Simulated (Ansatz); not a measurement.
A run for Ansatz (an electronic-structure program): U-CCSD(T)/cc-pVTZ on BFH2O (SMILES OBF), a point of a bond scan (R = 1.062 Å).

Ansatz 0.2 input:
```yaml
crystal:
  periodic: [false, false, false]
  atoms:
    - {symbol: B, position_ang: [-0.35597186, -0.16970641, -0.21957831]}
    - {symbol: H, position_ang: [-1.28437305, -0.66736312, -0.78003284]}
    - {symbol: F, position_ang: [-0.18504521, 0.87268577, -0.32748277]}
    - {symbol: O, position_ang: [0.50508287, -0.86058104, 0.55608247]}
    - {symbol: H, position_ang: [0.30439133, -1.79901087, 0.61939460]}
basis:
  gaussian:
    orbitals: cc-pVTZ
correlation: {method: ccsd_t, electrons: outside_noble_gas}
scf: {omitted_lower_state_checks: [cluster_reference]}
magnetization: {spin_polarized: true, initial_magnetization: 0}
```

Give the final energy of this run.

-200.8649 hartree (reference determinant -200.2518, T1 diagnostic 0.011).

How many basis functions does it have, and what does it roughly cost on one machine?

118 functions; about 15 core-seconds (a rough figure).
